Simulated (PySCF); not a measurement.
**Fractional electron number in Ta²⁺ (tantalum, charge +2)**

The 5d alpha orbital of [Xe] 4f14 5d3 is emptied in steps (occupation f), with all orbitals relaxed, ending at [Xe] 4f14 5d2. All numbers are calculated (PySCF 2.14, scalar relativity through the core potential, in def2-TZVPPD with the def2 core potential (60 electrons) (6s5p3d2f1g, 59 functions)). The exact energy is a straight line in f; departures are measured from the line between the end points of the same method.

| f | BLYP (eV) |
| --- | --- |
| 1 | 0.000 |
| 0.9 | -0.463 |
| 0.7 | -1.087 |
| 0.5 | -1.299 |
| 0.3 | -1.095 |
| 0.1 | -0.471 |
| 0 | 0.000 |

Q: For BLYP, how does the orbital energy at f = 1 compare with the removal energy?

A: −ε = 19.116 eV against a total-energy difference of 24.252 eV. By Janak's theorem ε = ∂E/∂f, so the gap between them reflects the curvature. Along the path −ε is 20.120 (f = 0.9), 22.158 (f = 0.7), 24.227 (f = 0.5), 26.319 (f = 0.3), 28.429 (f = 0.1) eV.

Reference removal energy between the ground levels: 23.1 ± 1.6 eV (theoretical estimate listed by NIST; NIST Atomic Spectra Database, ionization energies). The calculation has no spin-orbit coupling. The determinant left behind need not be the lowest term of the ion.
